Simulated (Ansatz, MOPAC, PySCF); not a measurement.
Dissociation curve of Be2, singlet.

UKS-B3LYP/6-31G* = unrestricted B3LYP/6-31G*, spherical d in PySCF; PM3, restricted, heats of formation (MOPAC); RKS-B3LYP/6-31G* = restricted B3LYP/6-31G*, spherical d (PySCF); FCI = full CI/aug-cc-pVDZ, frozen core run with Ansatz (a quantum-chemistry and plane-wave program).

Energies relative to the lowest point of each curve near equilibrium, in kcal/mol; the last columns give the difference from FCI:

| R / Å | UKS-B3LYP/6-31G* | PM3 | RKS-B3LYP/6-31G* | FCI | UKS-B3LYP/6-31G* − FCI | PM3 − FCI | RKS-B3LYP/6-31G* − FCI |
|---|---|---|---|---|---|---|---|
| 1.89 | 11.2 | 4.6 | 16.4 | 15.8 | -4.6 | -11.2 | 0.6 |
| 2.04 | 3.7 | 1.3 | 7.3 | 7.1 | -3.3 | -5.8 | 0.3 |
| 2.12 | 1.6 | 0.2 | 4.4 | 4.3 | -2.7 | -4.1 | 0.1 |
| 2.26 | 1.4 | 0.0 | 1.4 | 1.5 | -0.1 | -1.5 | -0.1 |
| 2.37 | 0.4 | 1.3 | 0.4 | 0.5 | -0.1 | 0.8 | -0.1 |
| 2.42 | 0.1 | 2.3 | 0.1 | 0.2 | -0.1 | 2.1 | -0.1 |
| 2.52 | 0.0 | 4.8 | 0.0 | 0.0 | 0.0 | 4.8 | 0.0 |
| 2.59 | 0.1 | 6.8 | 0.1 | 0.0 | 0.1 | 6.8 | 0.1 |
| 2.68 | 0.3 | 9.3 | 0.3 | 0.1 | 0.3 | 9.3 | 0.3 |
| 2.75 | 0.6 | 11.2 | 0.6 | 0.1 | 0.4 | 11.1 | 0.4 |
| 2.90 | 1.2 | 14.6 | 1.2 | 0.3 | 0.9 | 14.3 | 0.9 |
| 3.09 | 1.9 | 17.2 | 1.9 | 0.4 | 1.5 | 16.7 | 1.5 |
| 3.42 | 3.0 | 18.3 | 3.0 | 0.5 | 2.5 | 17.8 | 2.5 |
| 3.76 | 3.7 | 18.0 | 3.7 | 0.4 | 3.3 | 17.6 | 3.3 |
| 4.16 | 4.2 | 17.6 | 4.2 | 0.4 | 3.8 | 17.2 | 3.8 |
| 4.52 | 4.5 | 17.4 | 4.5 | 0.5 | 4.0 | 16.9 | 4.0 |
| 5.10 | 4.7 | 17.2 | 4.7 | 0.6 | 4.1 | 16.6 | 4.1 |
| 5.46 | 4.8 | 17.1 | 4.8 | 0.7 | 4.1 | 16.4 | 4.1 |
| 6.19 | 4.8 | 17.1 | 4.8 | 0.7 | 4.1 | 16.3 | 4.1 |
| 6.84 | 4.8 | 17.0 | 4.8 | 0.8 | 4.1 | 16.3 | 4.1 |
| 7.39 | 4.8 | 17.0 | 4.8 | 0.8 | 4.0 | 16.2 | 4.0 |

UKS-B3LYP/6-31G* is furthest from FCI at 1.89 (-4.6 kcal/mol, below); its mean absolute difference over the points is 2.3 kcal/mol.

PM3 is furthest from FCI at 3.42 (17.8 kcal/mol, above); its mean absolute difference over the points is 11.4 kcal/mol.

RKS-B3LYP/6-31G* is furthest from FCI at 5.46 (4.1 kcal/mol, above); its mean absolute difference over the points is 1.8 kcal/mol.

The unrestricted solution behind UKS-B3LYP/6-31G* changes between 2.12 and 2.26 Å, which can leave a kink. The unrestricted determinant behind UKS-B3LYP/6-31G* is spin-contaminated at 1.89 to 2.12 Å (<S²> up to 0.7, against 0.00 for a pure singlet). Also computed but left out beside FCI, since their determinant holds another spin at the minimum (<S²> over 0.7 above the pure value): UHF, UMP2, UCCSDT, UCCSDT(Q), UMP2/3-21G.
